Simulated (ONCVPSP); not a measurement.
# u(r) = r·R(r): atom against pseudo-atom (copper (Cu))

Columns: radius, all-electron u(r) and pseudo u(r) of the 3d shell (level -5.04 eV) of copper in the configuration [Ne] 3s2 3p6 3d10 4s1; PBE, scalar-relativistic, ONCV scheme, ONCVPSP 4.0.1.

| r (bohr) | all-electron | pseudo |
| --- | --- | --- |
| 0.060 | 0.0314 | 0.0042 |
| 0.120 | 0.1519 | 0.0320 |
| 0.180 | 0.3244 | 0.1005 |
| 0.240 | 0.5030 | 0.2157 |
| 0.300 | 0.6598 | 0.3717 |
| 0.360 | 0.7840 | 0.5509 |
| 0.420 | 0.8736 | 0.7305 |
| 0.480 | 0.9314 | 0.8873 |
| 0.540 | 0.9623 | 1.0039 |
| 0.600 | 0.9720 | 1.0718 |
| 0.660 | 0.9655 | 1.0910 |
| 0.720 | 0.9476 | 1.0705 |
| 0.780 | 0.9219 | 1.0230 |
| 0.840 | 0.8910 | 0.9622 |
| 0.900 | 0.8572 | 0.8994 |
| 0.960 | 0.8218 | 0.8421 |
| 1.020 | 0.7859 | 0.7932 |
| 1.080 | 0.7503 | 0.7518 |
| 1.140 | 0.7154 | 0.7155 |
| 1.200 | 0.6815 | 0.6815 |
| 1.260 | 0.6489 | 0.6489 |
| 1.320 | 0.6177 | 0.6177 |
| 1.380 | 0.5880 | 0.5880 |
| 1.440 | 0.5596 | 0.5596 |
| 1.500 | 0.5328 | 0.5328 |
| 1.560 | 0.5073 | 0.5073 |

Task: How many radial nodes do the two functions have?

Result: The all-electron 3d function has n − l − 1 = 0; the pseudo-wave has 0.

Task: At about which radius was the pseudo-wave matched?

Result: 1.20 bohr, where the columns begin to agree (steps of 0.06 bohr).

Task: Is the pseudo-wave norm-conserving?

Result: Yes: the ONCV scheme keeps the norm inside the radius equal to the all-electron one, which fixes the energy derivative of the logarithmic derivative at the level.
